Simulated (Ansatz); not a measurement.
Gas-phase electronic energies from Ansatz, PBE0-D4/def2-TZVP geometries. CCSD(T)/CBS is the MP2 limit (def2-TZVPP, def2-QZVPP) plus CCSD(T) − MP2 in def2-TZVPP, frozen cores. This one scheme is used for every species, atoms too. DFT in def2-TZVPP. No spin–orbit coupling; open shells (•) take unrestricted orbitals. Spin–orbit coupling would lower the free atoms: a little for C, Cl, O, Si. Each species was taken in one conformer, which may not be the lowest.

`[SiH3]OC[SiH2]Cl` → C• + Cl• + 7 H• + O• + 2 Si•  (atomization)

`[SiH3]OC[SiH2]Cl`:

Z-matrix (Å, degrees):
```
Si
O 1 1.649
H 1 1.480 2 106.4
H 1 1.489 2 110.3 3 -120.2
H 1 1.489 2 110.3 3 120.2
C 2 1.420 1 121.5 3 -179.8
Si 6 1.881 2 106.6 1 -179.8
H 6 1.098 2 111.5 1 -59.6
H 6 1.098 2 111.4 1 60.0
Cl 7 2.060 6 108.0 2 -179.8
H 7 1.481 6 110.6 2 61.6
H 7 1.481 6 110.6 2 -61.3
```

| level | ΔE (eV) |
| --- | --- |
| B2PLYP | 41.34 |
| r2SCAN | 41.85 |
| MP2/def2-TZVPP | 41.28 |
| SCS-MP2/def2-TZVPP | 41.34 |
| CCSD(T)/def2-TZVPP | 40.86 |
| SCS-MP2/def2-QZVPP | 42.11 |
| MP2/CBS(def2) | 42.44 |
| CCSD/CBS(def2) | 41.52 |

Question: What does CCSD(T)/CBS give? (Best estimate.)

Answer: Ansatz gave: +42.02 eV. The listed levels differ from it by -0.68, -0.17, -0.74, -0.68, -1.16, 0.09, 0.42, -0.50 eV.

Largest T1 diagnostic among the species: 0.012.

In def2-TZVPP, CCSD(T) changes the Hartree–Fock value by +9.54 eV (the triples alone add +0.50 eV) and MP2 by +9.96 eV; breaking electron pairs costs correlation energy, which Hartree–Fock lacks. The D4 term adds +0.45 eV with B3LYP and +0.24 eV with PBE0; it sums over pairs of atoms, weighted by their polarisabilities, and B3LYP, whose exchange is more repulsive, gets the larger term. From PBE to PBE0 (25 % exact exchange), in def2-TZVPP and without D4, ΔE moves by −0.36 eV: exact exchange takes away binding that semilocal exchange gives to molecules.

B3LYP here is the variant with VWN-RPA as its local correlation; programs differ in this.

For atomizations the MP2-based limit and the directly extrapolated one differ by several kJ/mol either way, and by 10 to 25 for some Ge, Se and Sn compounds, so smaller differences from it don't rank the levels.
